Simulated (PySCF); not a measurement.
B(F)(H)(SiH3) (BFH4Si), SMILES FB[SiH3]. Geometry: B3LYP-D3(BJ)/def2-TZVP.

TDA-M06-2X/def2-SVPD run with PySCF puts the lowest singlet excitations at 4.69, 7.30, 7.43, 7.69, 8.08, 8.35 eV.

Question: What are the lowest excitation roots from ADC(2)/aug-cc-pVDZ (PySCF 2.14.0)? (The exact figures need the calculation; the answer reports its results.)

Answer: 4.95, 7.40, 7.92, 8.19, 8.20, 8.38 eV. S1 differs by 0.26 eV (second minus first; roots are paired by order, and the bases may differ).
